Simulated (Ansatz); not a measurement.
Single points on the cluster LiNbO3.

```yaml
crystal:
  periodic: [false, false, false]
  atoms:
    - {symbol: Li, position_ang: [-1.933305, -0.512653, 0.797095]}
    - {symbol: Nb, position_ang: [0.131591, 0.405625, -0.824266]}
    - {symbol: O, position_ang: [1.200941, -0.156296, 0.585229]}
    - {symbol: O, position_ang: [-1.119208, -0.883966, -0.681860]}
    - {symbol: O, position_ang: [1.719991, 1.147290, 0.123792]}
basis:
  gaussian: {orbitals: def2-TZVP, initial_orbitals: start.molden}
hamiltonian: {xc: {name: BLYP}, dispersion: d4}
scf: {omitted_lower_state_checks: [starts]}
output: {orbitals: {seedname: orbitals}}
```

The file start.molden holds the orbitals of an earlier run on this structure, at another level or in another basis.

```sh
$ ansatz run in.yaml --threads 4 --pin off --events-out ev --progress --plain --max-ram 3916MiB
```

Output, abridged:

```
Functional definition: BLYP
900 factors; their error is unknown
mean field evaluation 1: about -7898.0199 eV, gradient 1.5e1 eV
mean field evaluation 2: about -7898.3055 eV, gradient 3.7e-1 eV
mean field evaluation 4: about -7898.2995 eV, gradient 2.2e-1 eV
mean field -7898.29952780 eV, -290.2571539871 hartree, gradient 5.5e-5 eV, S^2 0.000000; 0 other end points of the search recorded, 0 dependent functions left out
reference -7898.29986472 eV, -290.2571663686 hartree; 20, 20 occupied and 127, 127 virtual orbitals, 900 factors
Total energy: -7898.54305093 eV, -290.2661032968 hartree
Checks for a lower state left out: starts
```

Hardware: 4 threads of Arm Neoverse V2 on a shared host. Wall time 1.1 s.

First input, but with `hamiltonian: {xc: pbe, dispersion: d4}`, `output: {forces: true, orbitals: {seedname: orbitals}}` (abridged; 1.4 s):

```
Functional definition: PBE
mean field -7893.21979084 eV, -290.0704770967 hartree, gradient 1.9e-5 eV, S^2 0.000000
Total energy: -7893.33112330 eV, -290.0745684892 hartree
Atom 0 force    -0.053606     0.112489     0.114495 eV/Å
Atom 1 force    -0.183818     0.197767    -0.178055 eV/Å
Atom 2 force     0.097053    -0.071893     0.098198 eV/Å
Atom 3 force     0.049041    -0.241953    -0.116188 eV/Å
Atom 4 force     0.091330     0.003591     0.081550 eV/Å
Dipole moment:    -1.122534    -0.059565     0.286555 e Å
Checks for a lower state left out: starts
```

As the first input, with `hamiltonian: {xc: {name: r2SCAN0}, dispersion: d4}` (abridged; 2.7 s):

```
Functional definition: r2SCAN0
mean field -7893.73184191 eV, -290.0892946264 hartree, gradient 2.5e-5 eV, S^2 0.000000
Total energy: -7893.76126830 eV, -290.0903760264 hartree
Checks for a lower state left out: starts
```

First input, but with `hamiltonian: {xc: r2scan, dispersion: d4}` (abridged; 2.3 s):

```
Functional definition: r2SCAN
mean field -7896.75347365 eV, -290.2003375449 hartree, gradient 2.7e-5 eV, S^2 0.000000
Total energy: -7896.77748395 eV, -290.2012199070 hartree
Checks for a lower state left out: starts
```

As the first input, with `gaussian: {orbitals: def2-TZVPP, initial_orbitals: start.molden}`, `correlation: {method: ccsd_t}` and without the key `hamiltonian` (abridged; 60 s):

```
Functional definition: HF
mean field evaluation 16: about -7841.9487 eV, gradient 2.6e1 eV
mean field evaluation 32: about -7848.2578 eV, gradient 1.4e-1 eV
mean field evaluation 64: about -7848.2575 eV, gradient 2.4e-1 eV
mean field -7849.53906237 eV, -288.4652399333 hartree, gradient 2.3e-6 eV, S^2 0.000000; 1 other end points of the search recorded, 0 dependent functions left out; unrestricted orbitals would lower it
determinant -7849.53906237 eV, -288.4652399333 hartree, with singles and doubles -7881.88272944 eV, -289.6538477751 hartree
determinant -7848.25833845 eV, -288.4181741976 hartree, with singles and doubles -7879.88431069 eV, -289.5804072403 hartree
3 core orbitals not correlated: weight in the atoms' cores, before any rotation towards them, 1.000 or more for the frozen orbitals, at most 0.000 for the correlated occupied ones
second order -33.12325499 eV of doubles, -0.00000000 eV of singles
cycle   1  -32.21541902 eV  change    -2.1e0 eV  update   4.0e-2
cycle   2  -32.29037568 eV  change   -7.5e-2 eV  update   1.5e-2
cycle   3  -32.28424491 eV  change    6.1e-3 eV  update   1.3e-2
cycle   4  -32.29335518 eV  change   -9.1e-3 eV  update   8.5e-3
cycle   5  -32.29431764 eV  change   -9.6e-4 eV  update   6.1e-3
cycle   6  -32.30638704 eV  change   -1.2e-2 eV  update   3.8e-3
cycle   7  -32.30677018 eV  change   -3.8e-4 eV  update   2.5e-3
cycle   8  -32.30764564 eV  change   -8.8e-4 eV  update   1.6e-3
cycle   9  -32.30737014 eV  change    2.8e-4 eV  update   9.0e-4
cycle  10  -32.30688883 eV  change    4.8e-4 eV  update   5.6e-4
cycle  11  -32.30675141 eV  change    1.4e-4 eV  update   3.2e-4
cycle  12  -32.30706436 eV  change   -3.1e-4 eV  update   2.1e-4
cycle  13  -32.30704384 eV  change    2.1e-5 eV  update   1.2e-4
cycle  14  -32.30700761 eV  change    3.6e-5 eV  update   7.7e-5
cycle  15  -32.30704101 eV  change   -3.3e-5 eV  update   5.9e-5
cycle  16  -32.30699419 eV  change    4.7e-5 eV  update   4.5e-5
cycle  17  -32.30700982 eV  change   -1.6e-5 eV  update   3.5e-5
cycle  18  -32.30703561 eV  change   -2.6e-5 eV  update   2.5e-5
perturbative correction -1.90664872 eV, -0.0700680480 hartree
Total energy: -7883.75274670 eV, -289.7225696415 hartree
Checks for a lower state left out: starts
```

As the first input, with `hamiltonian: {xc: pbe0, dispersion: d4}` (abridged; 1.6 s):

```
Functional definition: PBE0
mean field -7891.21998161 eV, -289.9969854633 hartree, gradient 2.4e-5 eV, S^2 0.000000
Total energy: -7891.31344668 eV, -290.0004202413 hartree
Checks for a lower state left out: starts
```

Geometry: B3LYP-D4/def2-TZVP.

In the def2 sets Nb takes a core potential; there is no spin–orbit coupling. Correlated methods freeze 3 core orbitals; core or outer-core shells of Li, Nb are correlated, in sets that lack core-valence functions. The structure holds one bond between oxygen atoms, so isomers without such links may lie far lower. The restricted singlet is unstable towards broken spin symmetry in Hartree–Fock (as tested in another run); at BLYP-D4/def2-TZVP, PBE-D4/def2-TZVP, r2SCAN0-D4/def2-TZVP, r2SCAN-D4/def2-TZVP and others this wasn't settled. At CCSD(T)/def2-TZVPP the restricted singlet (for correlated methods, its reference) is unstable: a solution with broken spin symmetry lies lower. No other spin state of charge 0 was run. Another isomer (triplet) lies 1.05 eV lower at PBE0-D4/def2-TZVP; other spin states weren't run for this one.
